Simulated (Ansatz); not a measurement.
`C=CC(=C)[SiH3]` + `[SH][GeH3]` → `[SiH3][S][GeH3]` + `C=CC=C` at 400 K and 1 bar (ligand exchange at the Si–C bond).

Computed with Ansatz on PBE0-D4/def2-TZVP structures; ΔE is electronic, products minus reactants. CCSD(T)/CBS adds triple-zeta CCSD(T) − MP2 to the extrapolated MP2 energy (def2 sets, frozen cores). For Ge outer-core shells are correlated without core-valence functions, which leaves a few kJ/mol of doubt a bond. Scalar relativity is left out up to krypton. One conformer a species, not always the lowest.

```
          species  CCSD(T)/CBS energy (Eh)  H − E (kJ/mol)  S (J/(mol·K))
 `C=CC(=C)[SiH3]`               -446.05662           297.0          370.8
     `[SH][GeH3]`              -2476.30083           106.6          308.1
`[SiH3][S][GeH3]`              -2766.60510           163.4          384.4
         `C=CC=C`               -155.77789           247.2          301.3
```

H − E and S are ideal-gas, rigid-rotor, harmonic terms from PBE0-D4/def2-TZVP, for one conformer and one mirror image of each species. 1 Eh = 2625.50 kJ/mol, R = 8.31446 J/(mol·K).

Task: By hand: ΔE, ΔH, ΔS and ΔG.

Result: ΔE = (-2766.60510) + (-155.77789) − (-446.05662) − (-2476.30083) = -0.02554 Eh = -67.1 kJ/mol. Δ(H − E) = 163.4 + 247.2 − 297.0 − 106.6 = 7.0, so ΔH = -60.1 kJ/mol. ΔS = 384.4 + 301.3 − 370.8 − 308.1 = 6.8 J/(mol·K). ΔG = -60.1 − 400 × (6.8)/1000 = -62.8 kJ/mol.

Task: By hand: the equilibrium constant, and the temperature at which ΔG would vanish if ΔH and ΔS stayed fixed.

Result: log₁₀ K = −ΔG/(RT ln 10) = 8.2. ΔH and −TΔS have one sign here, so there is no such temperature.

The number of gas molecules stays the same, so ΔS is small and ΔH decides. A doubt of 5 kJ/mol in ΔE shifts log₁₀ K by 0.7 here. Other conformers and mirror images would add mixing entropy, several J/(mol·K) or more a flexible species. Modes under 60 cm⁻¹, often nearly free rotors, make the harmonic entropy too high. These are equilibria of isolated gas molecules and say nothing of rates. Largest T1 diagnostic: 0.012 (customary marks: 0.02 for closed shells, 0.045 for open ones).

ΔS is within the doubt of such terms, so its sign, and with it that verdict, could turn.
